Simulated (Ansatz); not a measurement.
The same path of BClH2O + H2O (8 atoms, charge 0, multiplicity 1) was run twice with different band settings. Lost on the way: B1–Cl2, O6–H8. Made: B1–O6, Cl2–H8.

Theory: RKS B3LYP-D4/cc-pVDZ in Ansatz 0.2.0.

Relaxed end points:

```xyz
8
Properties=species:S:1:pos:R:3
B 0.024 -0.076 0.092
Cl 0.041 -0.789 1.794
H 1.078 0.057 -0.457
O -1.103 -0.297 -0.666
H -1.813 -0.702 -0.149
O -0.207 1.828 0.590
H -1.043 2.044 0.144
H -0.423 1.804 1.538
```

```xyz
8
Properties=species:S:1:pos:R:3
B -0.579 0.041 -0.284
Cl 1.197 1.258 3.238
H 0.232 -0.837 -0.150
O -1.476 0.115 -1.305
H -1.402 -0.618 -1.929
O -0.595 1.033 0.663
H -1.273 1.706 0.492
H 0.448 1.171 2.161
```

Common settings: movable images 9; climbing image yes; optimiser quadratic models (default); start path through a guess of the saddle point; force threshold 0.05 eV/Å; iteration limit 60; end points relaxed.

| run | spring |
| --- | --- |
| 1 | 5.0 eV/Å² |
| 2 | 0.5 eV/Å² |

Q: What does each run give, and how far can it be trusted?

A: Run 1: converged after 17 iterations, highest image 0.404 eV above the first end. A vibrational analysis at the climbing image gives one clearly imaginary mode, 562i cm⁻¹: a first-order saddle point.
Run 2: converged after 16 iterations, highest image 0.404 eV above the first end. Another band between the same ends (9 images) ends at a top of the same energy, where a vibrational analysis finds 1 clearly imaginary mode.
The orbitals stay closed-shell, which can raise the energy where a bond breaks towards radicals; this wasn't checked here.
